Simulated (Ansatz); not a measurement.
A first, cheap relaxation of CH₇AlSSi₂.

```yaml
crystal:
  periodic: [false, false, false]
  atoms:
    - {symbol: C, position_ang: [-1.158400, 1.375300, 0.244100]}
    - {symbol: Si, position_ang: [0.062600, 0.088300, -0.075900]}
    - {symbol: Al, position_ang: [2.090000, 0.067600, 1.065000]}
    - {symbol: Si, position_ang: [-0.605700, -1.759700, -0.981800]}
    - {symbol: S, position_ang: [0.318300, -0.287500, -2.203200]}
    - {symbol: H, position_ang: [-0.755400, 2.430100, 0.035400]}
    - {symbol: H, position_ang: [-1.518700, 1.370400, 1.291200]}
    - {symbol: H, position_ang: [-2.035300, 1.285200, -0.449500]}
    - {symbol: H, position_ang: [2.389200, -1.008300, 2.256600]}
    - {symbol: H, position_ang: [3.257200, 1.132000, 0.735400]}
    - {symbol: H, position_ang: [-2.143300, -1.804500, -1.176500]}
    - {symbol: H, position_ang: [0.176500, -2.944200, -0.706700]}
basis:
  gaussian: {orbitals: def2-SVP}
hamiltonian: {xc: pbe, dispersion: d4}
relax: {f_tol: 0.03, max_steps: 200}
```

```sh
$ ansatz run in.yaml --threads 4 --pin off --events-out ev --progress --plain --max-ram 10444MiB
```

Output, abridged:

```
Functional definition: PBE
mean field -34309.22723778 eV, -1260.8408453589 hartree, gradient 1.6e-5 eV, S^2 0.000000; 0 other end points of the search recorded, 0 dependent functions left out
relax step   1: F+E_penalty+E_count = -34309.59880595 eV  Δ(F+E_penalty+E_count) = +0.000e0 eV  max|allowed force component| = 2.518e0 eV/Å  Δτ_max = 0.0000 Å  (28 SCF iters, accepted)
mean field -34309.66456024 eV, -1260.8569166629 hartree, gradient 1.2e-5 eV, S^2 0.000000; 0 other end points of the search recorded, 0 dependent functions left out
relax step   2: F+E_penalty+E_count = -34310.02522692 eV  Δ(F+E_penalty+E_count) = -4.264e-1 eV  max|allowed force component| = 1.126e0 eV/Å  Δτ_max = 0.1949 Å  (28 SCF iters, accepted)
mean field -34309.73356485 eV, -1260.8594525355 hartree, gradient 2.3e-5 eV, S^2 0.000000; 0 other end points of the search recorded, 0 dependent functions left out
relax step   3: F+E_penalty+E_count = -34310.08941088 eV  Δ(F+E_penalty+E_count) = -6.418e-2 eV  max|allowed force component| = 1.952e-1 eV/Å  Δτ_max = 0.0880 Å  (28 SCF iters, accepted)
mean field -34309.74738798 eV, -1260.8599605263 hartree, gradient 2.3e-5 eV, S^2 0.000000; 0 other end points of the search recorded, 0 dependent functions left out
relax step   4: F+E_penalty+E_count = -34310.10329131 eV  Δ(F+E_penalty+E_count) = -1.388e-2 eV  max|allowed force component| = 7.101e-2 eV/Å  Δτ_max = 0.0686 Å  (28 SCF iters, accepted)
mean field -34309.77491216 eV, -1260.8609720210 hartree, gradient 9.5e-6 eV, S^2 0.000000; 0 other end points of the search recorded, 0 dependent functions left out
relax step   5: F+E_penalty+E_count = -34310.13268080 eV  Δ(F+E_penalty+E_count) = -2.939e-2 eV  max|allowed force component| = 2.625e-1 eV/Å  Δτ_max = 0.1981 Å  (28 SCF iters, accepted)
mean field -34309.82239662 eV, -1260.8627170428 hartree, gradient 9.9e-6 eV, S^2 0.000000; 0 other end points of the search recorded, 0 dependent functions left out
relax step   6: F+E_penalty+E_count = -34310.18384499 eV  Δ(F+E_penalty+E_count) = -5.116e-2 eV  max|allowed force component| = 2.019e-1 eV/Å  Δτ_max = 0.1990 Å  (28 SCF iters, accepted)
mean field -34309.90733564 eV, -1260.8658384944 hartree, gradient 1.1e-5 eV, S^2 0.000000; 0 other end points of the search recorded, 0 dependent functions left out
relax step   7: F+E_penalty+E_count = -34310.27282749 eV  Δ(F+E_penalty+E_count) = -8.898e-2 eV  max|allowed force component| = 3.017e-1 eV/Å  Δτ_max = 0.1972 Å  (28 SCF iters, accepted)
mean field -34310.04236434 eV, -1260.8708007075 hartree, gradient 1.1e-5 eV, S^2 0.000000; 0 other end points of the search recorded, 0 dependent functions left out
relax step   8: F+E_penalty+E_count = -34310.41303229 eV  Δ(F+E_penalty+E_count) = -1.402e-1 eV  max|allowed force component| = 3.676e-1 eV/Å  Δτ_max = 0.1943 Å  (28 SCF iters, accepted)
mean field -34310.18069702 eV, -1260.8758843396 hartree, gradient 9.0e-6 eV, S^2 0.000000; 0 other end points of the search recorded, 0 dependent functions left out
relax step   9: F+E_penalty+E_count = -34310.55668841 eV  Δ(F+E_penalty+E_count) = -1.437e-1 eV  max|allowed force component| = 2.798e-1 eV/Å  Δτ_max = 0.1962 Å  (29 SCF iters, accepted)
mean field -34310.10265469 eV, -1260.8730163368 hartree, gradient 2.2e-5 eV, S^2 0.000000; 0 other end points of the search recorded, 0 dependent functions left out
relax step  10: F+E_penalty+E_count = -34310.48429573 eV  Δ(F+E_penalty+E_count) = +7.239e-2 eV  max|allowed force component| = 1.447e0 eV/Å  Δτ_max = 0.1902 Å  (36 SCF iters, rejected (line search))
mean field -34310.22858173 eV, -1260.8776440705 hartree, gradient 1.2e-5 eV, S^2 0.000000; 0 other end points of the search recorded, 0 dependent functions left out
relax step  11: F+E_penalty+E_count = -34310.60782894 eV  Δ(F+E_penalty+E_count) = -5.114e-2 eV  max|allowed force component| = 1.073e-1 eV/Å  Δτ_max = 0.0948 Å  (29 SCF iters, accepted)
mean field -34310.22993850 eV, -1260.8776939308 hartree, gradient 2.2e-5 eV, S^2 0.000000; 0 other end points of the search recorded, 0 dependent functions left out
relax step  12: F+E_penalty+E_count = -34310.61081840 eV  Δ(F+E_penalty+E_count) = -2.989e-3 eV  max|allowed force component| = 1.025e-1 eV/Å  Δτ_max = 0.0963 Å  (30 SCF iters, accepted)
mean field -34310.23139494 eV, -1260.8777474541 hartree, gradient 2.0e-5 eV, S^2 0.000000; 0 other end points of the search recorded, 0 dependent functions left out
relax step  13: F+E_penalty+E_count = -34310.61340577 eV  Δ(F+E_penalty+E_count) = -2.587e-3 eV  max|allowed force component| = 6.597e-2 eV/Å  Δτ_max = 0.0627 Å  (29 SCF iters, accepted)
mean field -34310.23358389 eV, -1260.8778278964 hartree, gradient 2.4e-5 eV, S^2 0.000000; 0 other end points of the search recorded, 0 dependent functions left out
relax step  14: F+E_penalty+E_count = -34310.61509263 eV  Δ(F+E_penalty+E_count) = -1.687e-3 eV  max|allowed force component| = 4.558e-2 eV/Å  Δτ_max = 0.0422 Å  (30 SCF iters, accepted)
mean field -34310.23416687 eV, -1260.8778493206 hartree, gradient 2.4e-5 eV, S^2 0.000000; 0 other end points of the search recorded, 0 dependent functions left out
relax step  15: F+E_penalty+E_count = -34310.61531080 eV  Δ(F+E_penalty+E_count) = -2.182e-4 eV  max|allowed force component| = 2.869e-2 eV/Å  Δτ_max = 0.0187 Å  (31 SCF iters, accepted)
mean field -34310.23416687 eV, -1260.8778493206 hartree, gradient 2.4e-5 eV, S^2 0.000000; 1 other end points of the search recorded, 0 dependent functions left out
Total energy: -34310.61535689 eV, -1260.8918577952 hartree
Atom 0 at    -1.426237     1.595004     0.257525 Å, force     0.012404    -0.001317    -0.003029 eV/Å
Atom 1 at    -0.215768     0.176313     0.622414 Å, force     0.016043    -0.001152     0.006484 eV/Å
Atom 2 at     2.212871    -0.132485     0.658422 Å, force     0.002055    -0.009085     0.013325 eV/Å
Atom 3 at    -0.561952    -1.729562    -0.625089 Å, force     0.001005     0.023560    -0.003522 eV/Å
Atom 4 at     0.977247    -0.354594    -1.411307 Å, force    -0.028693    -0.025307    -0.004005 eV/Å
Atom 5 at    -0.870834     2.552663     0.200279 Å, force    -0.004472     0.001856     0.003270 eV/Å
Atom 6 at    -2.158509     1.669361     1.088266 Å, force    -0.003246     0.001723     0.004359 eV/Å
Atom 7 at    -1.979080     1.436838    -0.688585 Å, force    -0.004390    -0.004300    -0.006799 eV/Å
Atom 8 at     2.691039    -1.540299     1.246589 Å, force    -0.000060     0.004565    -0.002254 eV/Å
Atom 9 at     3.104708     1.188773     0.543725 Å, force    -0.007986    -0.000063    -0.001625 eV/Å
Atom 10 at    -1.667548    -1.844089    -1.635252 Å, force     0.010161     0.000985    -0.005873 eV/Å
Atom 11 at    -0.028938    -3.073222    -0.222889 Å, force     0.007180     0.008536    -0.000331 eV/Å
Dipole moment:    -0.598217     0.046117     0.058480 e Å
```

It took 22 s on 4 threads of an Arm Neoverse V2 on a shared host, with 0.18 GiB of host memory at the peak.
